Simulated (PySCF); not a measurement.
C3H8FPSi.
Numbering: `[CH3:1][Si@@:2]1([PH2:3])[CH2:4][C@H:5]1[F:6]` (hydrogens: H7, H8, H9 on C1; H10, H11 on P3; H12, H13 on C4; H14 on C5)

Method: PySCF, PBE0-D3(BJ)/def2-SVP geometry optimisation, gas phase; density fitting, grid level 1; the optimiser is geomeTRIC in internal coordinates, started from a GFN2-xTB structure.

Step 0: E = -23100.9508 eV
```
atom  x, y, z in Å  |  force x, y, z in eV/Å
C1     -1.4329   -1.3870   -0.0662    0.815   0.420   0.142
Si2     0.1034   -0.2967    0.1597   -0.624   0.764  -0.282
P3      1.8657   -1.2812    1.1328   -0.737  -0.249   1.002
C4      0.2587    1.2418   -0.9445    0.028  -0.444   0.953
C5     -0.1916    1.5577    0.4883   -0.473  -0.443  -0.393
F6     -1.4752    2.0383    0.5851   -0.050  -0.186  -0.060
H7     -1.6496   -1.9320    0.8477   -0.078  -0.229   0.468
H8     -2.2945   -0.7751   -0.3094   -0.364   0.419  -0.104
H9     -1.2912   -2.1116   -0.8621    0.122  -0.325  -0.403
H10     2.7657   -0.2941    0.7660    0.578   0.799  -0.203
H11     2.1692   -2.0509    0.0221    0.220  -0.668  -0.805
H12     1.2148    1.6573   -1.2320    0.543   0.119  -0.156
H13    -0.4970    1.4364   -1.6930   -0.484  -0.054  -0.381
H14     0.4537    2.1966    1.0833    0.505   0.076   0.223
```

Q: Estimate the geometry and energy of step 1. (The exact step hangs on the optimiser's Hessian estimate; all steps are aligned on step 0, rigid shifts and turns removed.)

A: E = -23101.0547 eV, largest force 0.219 eV/Å
```
atom  x, y, z in Å  |  force x, y, z in eV/Å
C1     -1.4391   -1.3625   -0.0309   -0.031  -0.025  -0.091
Si2     0.0660   -0.2824    0.2192    0.001   0.053  -0.168
P3      1.8482   -1.3384    1.1052    0.164   0.066  -0.130
C4      0.2879    1.1805   -0.9297   -0.110   0.148  -0.005
C5     -0.2087    1.5588    0.4689    0.123  -0.037   0.079
F6     -1.4882    2.0408    0.5136   -0.040  -0.008   0.026
H7     -1.6250   -2.0091    0.8404    0.028   0.050   0.015
H8     -2.3256   -0.7279   -0.1888    0.057   0.011   0.010
H9     -1.3092   -2.0071   -0.9150   -0.019   0.011   0.032
H10     2.7140   -0.2106    0.8974   -0.107  -0.125   0.033
H11     2.2143   -1.9532   -0.1446   -0.055   0.086   0.162
H12     1.2662    1.5857   -1.2205   -0.017  -0.097   0.014
H13    -0.4687    1.3442   -1.7119    0.039  -0.103   0.055
H14     0.4673    2.1808    1.0745   -0.032  -0.030  -0.032
```

The energy changes by -0.1040 eV. The first-order estimate −F·Δx gives -0.2138 eV and the mean of the old and new forces, exact on a quadratic surface, -0.0856 eV. The step makes an angle of 79° with the force vector and moves no atom by more than 0.198 Å.

The cost below is that of the whole optimisation. Hardware: one thread of an Arm Neoverse V1 (shared host). Cost: 57 s of wall time, 0.58 GiB resident at most.
